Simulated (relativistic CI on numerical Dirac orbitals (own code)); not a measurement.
## Co5+ in a cubic cluster: 1s photoemission with charge transfer

Computed with a charge-transfer multiplet model of a cubic metal-ligand cluster with up to 2 ligand holes, Slater and spin-orbit integrals from Dirac-Coulomb-Breit ions, Slater integrals scaled by 0.8. The ground state mixes d4 with configurations of k ligand holes L, whose averages lie at kΔ + k(k − 1)U_dd/2; a core hole lowers each added d electron by U_cd. 300 K, Lorentzian 1.1 eV and Gaussian 0.6 eV FWHM.

Atomic integrals in eV (Slater integrals scaled, ζ unscaled), ground: F2dd 11.595, F4dd 7.314, zeta_d 0.089; with the core hole: F2dd 12.822, F4dd 8.112, zeta_d 0.121, G2cd 0.080.

Cluster parameters (eV): U_dd = 6.8, U_cd = 8.8, 10Dq = 0.65, 10Dq(ligand) = 1.2, V(eg) = 3.8, V(t2g) = -1.81, final-state hopping factor = 1.

```csv
Case,n_d,d4,d5L,d6L2,S
Δ = -1 eV,4.94,0.22,0.61,0.17,2.00
Δ = 0 eV,4.88,0.26,0.59,0.15,2.00
Δ = 1 eV,4.82,0.30,0.57,0.12,2.00
```

Weights, n_d and S are thermal averages at 300 K. Binding energies count from the first peak over 30 % of the highest in each spectrum, which can be another peak from case to case. The parameters are a model scan and need not match a compound or its usual spin state. Peaks in eV (height, largest 100):
- Δ = -1 eV: 0.0 (100), 13.8 (9)
- Δ = 0 eV: 0.0 (100), 13.8 (10)
- Δ = 1 eV: 0.0 (100), 13.9 (11)

For the case Δ = -1 eV, Δ = -1 eV is smaller than U_dd = 6.8 eV, the charge-transfer side of the Zaanen-Sawatzky-Allen scheme (negative Δ: between configuration averages a ligand hole costs less than the nominal valence; multiplet and field energies can change this for the lowest states). With the core hole the configuration with one ligand hole lies at Δ − U_cd = -9.8, -8.8, -7.8 eV from the one without, in the order of the table; where this is negative the screened configuration lies lower, though the effective hopping of about 6.4 eV (from the holes of the mixed ground state) mixes the two strongly wherever it is as large as the gap.

With at most 2 ligand holes the space is cut while the next configuration still counts, so covalency is underestimated, and a final configuration with one more ligand hole, which can lie low, is missing from the spectra.
